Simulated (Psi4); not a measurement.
C2H8N2, charge -1, doublet, at the geometry of the source list (a state made from the parent by changing its charge; the spin is typed, not shown lowest) (a gas-phase anion, which may not be bound at this level); MP2/cc-pVDZ (Psi4).

Input for Psi4:
```
memory 2 GB

molecule mol {
-1 2
N     1.819500    0.328300   -0.228500
C     0.588700    0.066600    0.496300
C    -0.529300   -0.287200   -0.484300
N    -1.745000   -0.605000    0.243500
H     2.576000    0.527300    0.415600
H     1.706800    1.135100   -0.834500
H     0.256200    0.916000    1.120300
H     0.757800   -0.785600    1.157900
H    -0.231400   -1.171200   -1.052100
H    -0.649700    0.546800   -1.199400
H    -2.481900   -0.877200   -0.396700
H    -2.067500    0.206100    0.762000
}

set {
  basis cc-pvdz
  reference uhf
}

energy('mp2')
print_variables()
```

### Question
Predict the main parts of the log of this Psi4 run.

### Answer

```
    SCF Algorithm Type (re)set to DF.

   => Loading Basis Set <=

    Name: CC-PVDZ
    Role: ORBITAL
    Keyword: BASIS

         ---------------------------------------------------------
                                   SCF
               by Justin Turney, Rob Parrish, Andy Simmonett
                          and Daniel G. A. Smith
                              UHF Reference
         ---------------------------------------------------------

  ==> Geometry <==

    Molecular point group: c1
    Full point group: C1

    Geometry (in Angstrom), charge = -1, multiplicity = 2:

       Center              X                  Y                   Z               Mass
    ------------   -----------------  -----------------  -----------------  -----------------
         N            1.792509545674     0.428529476429    -0.233942690686    14.003074004430
         C            0.561709545674     0.166829476429     0.490857309314    12.000000000000
         C           -0.556290454326    -0.186970523571    -0.489742690686    12.000000000000
         N           -1.771990454326    -0.504770523571     0.238057309314    14.003074004430
         H            2.549009545674     0.627529476429     0.410157309314     1.007825032230
         H            1.679809545674     1.235329476429    -0.839942690686     1.007825032230
         H            0.229209545674     1.016229476429     1.114857309314     1.007825032230
         H            0.730809545674    -0.685370523571     1.152457309314     1.007825032230
         H           -0.258390454326    -1.070970523571    -1.057542690686     1.007825032230
         H           -0.676690454326     0.647029476429    -1.204842690686     1.007825032230
         H           -2.508890454326    -0.776970523571    -0.402142690686     1.007825032230
         H           -2.094490454326     0.306329476429     0.756557309314     1.007825032230

  Running in c1 symmetry.

  Rotational constants: A =      0.90955  B =      0.12920  C =      0.12043 [cm^-1]
  Rotational constants: A =  27267.48123  B =   3873.36286  C =   3610.46542 [MHz]
  Nuclear repulsion =  132.437495967632259

  Charge       = -1
  Multiplicity = 2
  Electrons    = 35
  Nalpha       = 18
  Nbeta        = 17

  ==> Algorithm <==

  SCF Algorithm Type is DF.
  DIIS enabled.
  MOM disabled.
  Fractional occupation disabled.
  Guess Type is SAD.
  Energy threshold   = 1.00e-08
  Density threshold  = 1.00e-08
  Integral threshold = 1.00e-12

  ==> Primary Basis <==

  Basis Set: CC-PVDZ
    Blend: CC-PVDZ
    Number of shells: 48
    Number of basis functions: 96
    Number of Cartesian functions: 100
    Spherical Harmonics?: true
    Max angular momentum: 2

   => Loading Basis Set <=

    Name: (CC-PVDZ AUX)
    Role: JKFIT
    Keyword: DF_BASIS_SCF

  ==> Integral Setup <==

  SCF_SUBTYPE=INCORE selected. In-core MEM_DF algorithm will be used.
  Using in-core AOs.

  ==> MemDFJK: Density-Fitted J/K Matrices <==

    J tasked:                   Yes
    K tasked:                   Yes
    wK tasked:                   No
    Algorithm:                 Core
    Schwarz Cutoff:           1E-12
    Mask sparsity (%):       0.4340
    Fitting Condition:        1E-10

   => Auxiliary Basis Set <=

  Basis Set: (CC-PVDZ AUX)
    Blend: CC-PVDZ-JKFIT
    Number of shells: 168
    Number of basis functions: 464
    Number of Cartesian functions: 524
    Spherical Harmonics?: true
    Max angular momentum: 3

  Minimum eigenvalue in the overlap matrix is 3.7393493664E-03.
  Reciprocal condition number of the overlap matrix is 6.4619878042E-04.
    Using symmetric orthogonalization.

  ==> Pre-Iterations <==

  SCF Guess: Superposition of Atomic Densities via on-the-fly atomic UHF (no occupation information).

   -------------------------
    Irrep   Nso     Nmo
   -------------------------
     A         96      96
   -------------------------
    Total      96      96
   -------------------------

  ==> Iterations <==

[...]

    Alpha Occupied:

[...]
    Alpha Virtual:

[...]
    Beta Occupied:

[...]
    Beta Virtual:

[...]
      96A      3.656589

    Final Occupation by Irrep:
              A
    DOCC [    17 ]
    SOCC [     1 ]
    NA   [    18 ]
    NB   [    17 ]

  @DF-UHF Final Energy:  -189.09996253519878

   => Energetics <=

    Nuclear Repulsion Energy =            132.4374959676322590
    One-Electron Energy =                -524.8422028654194946
    Two-Electron Energy =                 203.3047443625884796
    Total Energy =                       -189.0999625351987845

  UHF NO Occupations:
  HONO-2 :   16  A 1.9996884
  HONO-1 :   17  A 1.9993516
  HONO-0 :   18  A 1.0000000
  LUNO+0 :   19  A 0.0006484
  LUNO+1 :   20  A 0.0003116
  LUNO+2 :   21  A 0.0002847
  LUNO+3 :   22  A 0.0001463

Computation Completed

Properties will be evaluated at   0.000000,   0.000000,   0.000000 [a0]

Properties computed using the SCF density matrix

 Multipole Moments:

 ------------------------------------------------------------------------------------
     Multipole            Electronic (a.u.)      Nuclear  (a.u.)        Total (a.u.)
 ------------------------------------------------------------------------------------

 L = 1.  Multiply by 2.5417464519 to convert [e a0] to [Debye]
 Dipole X            :          0.2713557           -0.3278211           -0.0564653
 Dipole Y            :         -1.0090573            1.2181216            0.2090643
 Dipole Z            :          0.0550039           -0.0660487           -0.0110448
 Magnitude           :                                                    0.2168369

 ------------------------------------------------------------------------------------

  //>>>>>>>>>>>>>>>>>>>>>>>>>>>>>>>>>>>//
  //               DFMP2               //
  //<<<<<<<<<<<<<<<<<<<<<<<<<<<<<<<<<<<//

   => Loading Basis Set <=

    Name: (CC-PVDZ AUX)
    Role: RIFIT
    Keyword: DF_BASIS_MP2

	 --------------------------------------------------------
	                          DF-MP2
	      2nd-Order Density-Fitted Moller-Plesset Theory

	        Rob Parrish, Justin Turney, Andy Simmonett,
	           Ed Hohenstein, and C. David Sherrill
	 --------------------------------------------------------

	 --------------------------------------------------------
	                 NBF =    96, NAUX =   336
	 --------------------------------------------------------
	   CLASS    FOCC     OCC    AOCC    AVIR     VIR    FVIR
	   ALPHA       0      18      18      78      78       0
	    BETA       0      17      17      79      79       0
	 --------------------------------------------------------

	-----------------------------------------------------------
	 ==================> DF-MP2 Energies <====================
	-----------------------------------------------------------
	 Reference Energy          =    -189.0999625351987845 [Eh]
	 Singles Energy            =      -0.0000000000000000 [Eh]
	 Same-Spin Energy          =      -0.1705972906845444 [Eh]
	 Opposite-Spin Energy      =      -0.5051530224315738 [Eh]
	 Correlation Energy        =      -0.6757503131161182 [Eh]
	 Total Energy              =    -189.7757128483148961 [Eh]
	-----------------------------------------------------------
	 ================> DF-SCS-MP2 Energies <==================
	-----------------------------------------------------------
	 SCS Same-Spin Scale       =       0.3333333333333333 [-]
	 SCS Opposite-Spin Scale   =       1.2000000000000000 [-]
	 SCS Same-Spin Energy      =      -0.0568657635615148 [Eh]
	 SCS Opposite-Spin Energy  =      -0.6061836269178885 [Eh]
	 SCS Correlation Energy    =      -0.6630493904794034 [Eh]
	 SCS Total Energy          =    -189.7630119256781995 [Eh]
	-----------------------------------------------------------

  Variable Map:
  ----------------------------------------------------------------------------
[...]
  Array Variable Map:
  ----------------------------------------------------------------------------
[...]
[...]
```
